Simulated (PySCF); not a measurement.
A structure optimised at B3LYP-D3(BJ)/def2-SVP, used in a PySCF frequency run:

```
B
N 1 1.4324
H 2 1.0108 1 122.31
H 2 1.0108 3 112.81 1 -163.00
N 1 1.4324 2 120.11 3 -172.19
H 5 1.0108 1 122.31 2 172.19
H 5 1.0108 6 112.81 1 163.00
N 1 1.4356 2 119.95 3 8.31
H 8 1.0117 1 121.20 2 165.54
H 8 1.0117 9 112.03 1 153.95
```

Q: Write its SMILES, formula and point group.

A: NB(N)N, BH6N3, Cs

Q: What are its rotational constants (standard atomic weights)?

A: 8.8455, 8.8285, 4.4287 GHz
